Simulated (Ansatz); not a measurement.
`Sc1cnc(-c2cnc(-c3cnc(-c4cnc(-c5cnc(-c6cnc(S)s6)s5)s4)s3)s2)s1`, 40 atoms. Hardware: 2 threads of AMD EPYC 7R13 on a shared host and a share (18 GiB) of an NVIDIA H100 80GB HBM3.

Single mean-field runs in def2-SVP are fitted with def2-universal-jkfit.

(1) How many basis functions does each of these Ansatz runs have, and roughly what does it cost? PBE-D4/def2-SVP, charge 0 singlet, relaxation, 5 steps; PBE-D4/def2-SVP, charge 1 doublet at the geometry of the charge 0 singlet, energy, from earlier orbitals; PBE-D4/def2-SVP, charge 0 triplet at the geometry of the charge 0 singlet, energy, from earlier orbitals; PBE0-D4/def2-SVP, charge 0 triplet at the geometry of the charge 0 singlet, energy; PBE-D4/def2-SVP, charge -1 doublet at the geometry of the charge 0 singlet, energy, from earlier orbitals; PBE0-D4/def2-SVP, charge 1 doublet at the geometry of the charge 0 singlet, energy; r2SCAN-D4/def2-SVP, charge 0 singlet, energy and forces, from earlier orbitals; PBE0-D4/def2-SVP, charge -1 doublet at the geometry of the charge 0 singlet, energy; PBE0-D4/def2-SVP, charge 0 singlet, energy and forces, from earlier orbitals; PBE-D4/def2-SVP, charge 0 singlet, energy, from earlier orbitals.

Results:

(1) Other jobs shared the machine, so times can vary by a factor of up to 3.

```json
{"run": "PBE-D4/def2-SVP, charge 0 singlet, energy, from earlier orbitals", "functions": "520", "fitting or Cholesky vectors": "2980", "wall time": "7 s", "peak host memory (GiB)": "1"}
{"run": "PBE0-D4/def2-SVP, charge 0 singlet, energy and forces, from earlier orbitals", "functions": "520", "fitting or Cholesky vectors": "2980", "wall time": "7 s", "peak host memory (GiB)": "1.6"}
{"run": "PBE-D4/def2-SVP, charge 1 doublet at the geometry of the charge 0 singlet, energy, from earlier orbitals", "functions": "520", "fitting or Cholesky vectors": "2980", "wall time": "8 s", "peak host memory (GiB)": "1.2"}
{"run": "PBE-D4/def2-SVP, charge -1 doublet at the geometry of the charge 0 singlet, energy, from earlier orbitals", "functions": "520", "fitting or Cholesky vectors": "2980", "wall time": "8.5 s", "peak host memory (GiB)": "1.2"}
{"run": "r2SCAN-D4/def2-SVP, charge 0 singlet, energy and forces, from earlier orbitals", "functions": "520", "fitting or Cholesky vectors": "2980", "wall time": "9.5 s", "peak host memory (GiB)": "1.1"}
{"run": "PBE-D4/def2-SVP, charge 0 triplet at the geometry of the charge 0 singlet, energy, from earlier orbitals", "functions": "520", "fitting or Cholesky vectors": "2980", "wall time": "12 s", "peak host memory (GiB)": "1.1"}
{"run": "PBE0-D4/def2-SVP, charge 1 doublet at the geometry of the charge 0 singlet, energy", "functions": "520", "fitting or Cholesky vectors": "2980", "wall time": "13 s", "peak host memory (GiB)": "1.2"}
{"run": "PBE0-D4/def2-SVP, charge -1 doublet at the geometry of the charge 0 singlet, energy", "functions": "520", "fitting or Cholesky vectors": "2980", "wall time": "18 s", "peak host memory (GiB)": "1.2"}
{"run": "PBE0-D4/def2-SVP, charge 0 triplet at the geometry of the charge 0 singlet, energy", "functions": "520", "fitting or Cholesky vectors": "2980", "wall time": "20 s", "peak host memory (GiB)": "1.2"}
{"run": "PBE-D4/def2-SVP, charge 0 singlet, relaxation, 5 steps", "functions": "520", "fitting or Cholesky vectors": "2980", "wall time": "23 s", "peak host memory (GiB)": "1.1"}
```
